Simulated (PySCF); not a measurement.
# A series of derivatives of C=COC(C)=O

Parent skeleton `[CH2:1]=[CH:2][O:3][C:4]([CH3:5])=[O:6]`; one hydrogen on atom 5 is replaced by X. Hydrogens on one atom are averaged.

Theoretical values (PySCF 2.14.0 with density-fitted response routines): coordinates at the GFN2-xTB level, σ from GIAO-PBE0/pcSseg-1. One computed conformer, fast rotation and ring inversion assumed for equivalent nuclei, in vacuum, no relativistic terms.

Referencing at the same level of theory: $^{13}$C and $^{1}$H vs TMS; H2O for $^{17}$O.

Parent (X = H): C1 101.1, C2 149.3, O3 260.0, C4 172.4, C5 23.2, O6 448.2, H(C1) 4.95, H(C2) 7.88, H(C5) 2.14 ppm. Effects are Δδ = δ(X) − δ(H), positive for deshielding.

Q: Give Δδ (ppm) for X = CONH2, CH2OCH3, CF=CF2.

A: 
```
      X                SMILES    C1    C2    O3    C4     C5     O6  H(C1)  H(C2)  H(C5)
  CONH2      C=COC(=O)CC(N)=O  +3.5  -0.3  +8.5  +3.1  +23.2  -34.2  +0.22  +0.03  +1.12
CH2OCH3         C=COC(=O)CCOC  +0.6  -0.5  +0.8  +1.8  +14.8  -17.0  +0.04  +0.05  +0.63
 CF=CF2  C=COC(=O)CC(F)=C(F)F  +2.7  +0.5  -2.5  -1.2  +15.0  -13.9  +0.19  +0.10  +1.26
```

Q: Which position responds most, and to which substituents?

A: O6: from -34.2 ppm with CONH2 to -13.9 ppm with CF=CF2.

Unscaled 17O shifts of doubly bonded oxygen tend to come out too high, by tens of ppm or more. Experimental scales use liquid or dissolved standards, which lie at an offset from isolated H2O (liquid H2O: subtract about 36 ppm).
